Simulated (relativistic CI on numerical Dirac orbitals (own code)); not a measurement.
Ti³⁺ in a cubic cluster: 2p photoemission with charge transfer

Computed with a charge-transfer multiplet model of a cubic metal-ligand cluster with up to 2 ligand holes, Slater and spin-orbit integrals from Dirac-Coulomb-Breit ions, Slater integrals scaled by 0.7. The ground state mixes d1 with configurations of k ligand holes L, whose averages lie at kΔ + k(k − 1)U_dd/2; a core hole lowers each added d electron by U_cd. 300 K, Lorentzian 0.6 eV and Gaussian 0.8 eV FWHM.

Atomic integrals in eV (Slater integrals scaled, ζ unscaled), ground: F2dd 5.756, F4dd 3.579, zeta_d 0.017; with the core hole: F2dd 5.756, F4dd 3.579, zeta_d 0.032, zeta_core 3.741, F2cd 4.433, G1cd 3.312, G3cd 1.881. Where a configuration has fewer than two d electrons, the dd integrals are those of d2.

Cluster parameters (eV): U_dd = 5.5, U_cd = 6.3, 10Dq = 0.7, 10Dq(ligand) = 0.8, V(eg) = 3.15, V(t2g) = -1.58, final-state hopping factor = 1.

```
      Case   n_d    d1   d2L  d3L2     S
Δ = 1.8 eV  1.81  0.33  0.52  0.14  0.50
Δ = 2.8 eV  1.74  0.38  0.50  0.12  0.50
Δ = 3.8 eV  1.67  0.43  0.47  0.10  0.50
```

Weights, n_d and S are thermal averages at 300 K. Binding energies count from the first peak over 30 % of the highest in each spectrum, which can be another peak from case to case. The parameters are a model scan and need not match a compound or its usual spin state. Peaks in eV (height, largest 100):
- Δ = 1.8 eV: 0.0 (100), 2.7 (9), 5.8 (34), 14.2 (9)
- Δ = 2.8 eV: 0.0 (100), 2.7 (9), 5.7 (35), 13.8 (9)
- Δ = 3.8 eV: 0.0 (100), 2.8 (8), 5.7 (36), 13.3 (9)

Curve for Δ = 1.8 eV (points under 2 left out, the grid thinned):

(E (eV), Intensity): (-3.3, 2.0), (-2.8, 2.8), (-2.3, 4.4), (-1.9, 6.9), (-1.4, 15.8), (-0.9, 43.1), (-0.4, 85.5), (0.1, 98.3), (0.6, 65.9), (1.0, 37.7), (1.5, 17.8), (2.0, 9.7), (2.5, 8.6), (3.0, 8.4), (3.4, 7.6), (3.9, 9.0), (4.4, 14.8), (4.9, 23.9), (5.4, 31.7), (5.9, 34.3), (6.3, 31.7), (6.8, 24.5), (7.3, 17.4), (7.8, 11.5), (8.3, 7.0), (8.7, 4.8), (9.2, 3.2), (9.7, 2.5), (10.2, 2.2), (10.7, 2.1), (11.2, 2.2), (11.6, 2.3), (12.1, 2.6), (12.6, 3.0), (13.1, 4.2), (13.6, 6.5), (14.0, 8.3), (14.5, 7.9), (15.0, 5.1), (15.5, 2.8), (19.2, 2.4), (19.7, 3.6), (20.1, 4.3), (20.6, 3.5), (21.1, 2.0)

For the case Δ = 2.8 eV, Δ = 2.8 eV is smaller than U_dd = 5.5 eV, the charge-transfer side of the Zaanen-Sawatzky-Allen scheme. With the core hole the configuration with one ligand hole lies at Δ − U_cd = -4.5, -3.5, -2.5 eV from the one without, in the order of the table; where this is negative the screened configuration lies lower, though the effective hopping of about 6.8 eV (from the holes of the mixed ground state) mixes the two strongly wherever it is as large as the gap.

With at most 2 ligand holes the space is cut while the next configuration still counts, so covalency is underestimated, and a final configuration with one more ligand hole, which can lie low, is missing from the spectra.
